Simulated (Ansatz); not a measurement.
`C=C(O)BCl`, 9 atoms. Total charge 0; spin multiplicity 1. All runs use 2 threads of an Intel Xeon 6975P-C on a shared host. Correlated methods freeze the cores.

Question: Give the basis size and wall time and peak host memory of each of these runs in Ansatz. RHF-MP2/def2-QZVPP energy; RKS r2SCAN0-D4/def2-TZVPP energy; RKS ωB97M-V/def2-SVP energy; RKS BHLYP-D4/def2-TZVPP energy; direct RPA on PBE orbitals/def2-TZVPP energy; RKS ωB97M-V/def2-TZVPP energy and forces; RKS PBE0-D4/def2-TZVP relaxation (6 steps); RHF-CCSD(T)/def2-SVP energy; RKS PBE0-D4/def2-TZVP frequencies; RKS ωB97M-V/def2-QZVPP energy; RHF-CCSD(T)/def2-TZVPP energy; RKS B97M-V/def2-TZVPP energy. (Estimate.)

Answer: Ansatz gave: Other jobs shared the machine, so times are rough.

```
                                level                   job  functions  wall time  peak host memory (GiB)
              RKS BHLYP-D4/def2-TZVPP                energy        222      2.2 s                    0.51
                 RKS ωB97M-V/def2-SVP                energy         94      2.5 s                    0.47
                 RHF-CCSD(T)/def2-SVP                energy         94      3.1 s                    0.47
            RKS r2SCAN0-D4/def2-TZVPP                energy        222      3.2 s                    0.51
direct RPA on PBE orbitals/def2-TZVPP                energy        222        4 s                    0.49
                RKS B97M-V/def2-TZVPP                energy        222        5 s                    0.34
               RKS ωB97M-V/def2-TZVPP     energy and forces        222        7 s                    0.72
               RKS ωB97M-V/def2-QZVPP                energy        418       13 s                     1.4
                RKS PBE0-D4/def2-TZVP  relaxation (6 steps)        185       17 s                    0.46
                   RHF-MP2/def2-QZVPP                energy        418       17 s                     2.2
               RHF-CCSD(T)/def2-TZVPP                energy        222       40 s                     3.9
                RKS PBE0-D4/def2-TZVP           frequencies        185       97 s                     0.5
```
